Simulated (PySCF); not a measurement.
Compound: C2H4AlCl2Ga.
Bonds: C1–C2 (triple), C2–Ga3, Ga3–Cl4, Cl4–Al5, Al5–Cl6, Ga3–Cl6. Hydrogens: H7 on C1; H8 on Ga3; H9, H10 on Al5.

Method: PySCF, PBE0-D3(BJ)/def2-SVP geometry optimisation, gas phase.

(1) List the bond lengths, angles and torsions at this level.

Answers

(1) 
```json
{"bond": "C1≡C2", "length (Å)": "1.218", "order": "triple"}
{"bond": "C2–Ga3", "length (Å)": "1.900", "order": "single"}
{"bond": "Ga3–Cl4, Ga3–Cl6", "length (Å)": "2.371", "order": "single"}
{"bond": "Cl4–Al5, Al5–Cl6", "length (Å)": "2.314", "order": "single"}
{"bond": "C1–H7", "length (Å)": "1.076", "order": "single"}
{"bond": "Ga3–H8", "length (Å)": "1.544", "order": "single"}
{"bond": "Al5–H9", "length (Å)": "1.578", "order": "single"}
{"bond": "Al5–H10", "length (Å)": "1.578", "order": "single"}
```

Bonds in one row agree within 0.01 Å and their mean is given. Orders are formal, as drawn. A selection of angles:
```json
{"angle": "C2–C1–H7", "degrees": "179.9"}
{"angle": "C1–C2–Ga3", "degrees": "179.6"}
{"angle": "C2–Ga3–Cl4", "degrees": "106.0"}
{"angle": "C2–Ga3–H8", "degrees": "131.9"}
{"angle": "Cl4–Ga3–Cl6", "degrees": "88.3"}
{"angle": "Cl4–Ga3–H8", "degrees": "107.9"}
{"angle": "Ga3–Cl4–Al5", "degrees": "90.2"}
{"angle": "Cl4–Al5–Cl6", "degrees": "91.1"}
{"angle": "Cl4–Al5–H9", "degrees": "108.4"}
{"angle": "Cl4–Al5–H10", "degrees": "108.1"}
{"angle": "H9–Al5–H10", "degrees": "127.0"}
```

Torsions: C2–Ga3–Cl4–Al5 105° (anticlinal); Ga3–Cl4–Al5–Cl6 2° (synperiplanar); Cl4–Al5–Cl6–Ga3 -2° (synperiplanar); C2–Ga3–Cl6–Al5 -105° (anticlinal).

Ga3 (gallium bonded to C, 2 Cl and H) has angles from 88.3° to 131.9°. The 4-membered ring Ga3–Cl4–Al5–Cl6 has internal angles of 88.3° to 91.1° (sum 360°, against 360° for a flat polygon); it is almost planar, 0.02 Å rms from its mean plane, widest ring torsion 2°. Cl4 (chlorine bonded to Al and Ga) is bent (angle 90.2°). Al5 (aluminium bonded to 2 Cl and 2 H) has angles from 91.1° to 127.0°.

Point group: Cs (every atom within 0.08 Å of its image). Not checked by PBE0-D3(BJ)/def2-SVP frequencies.
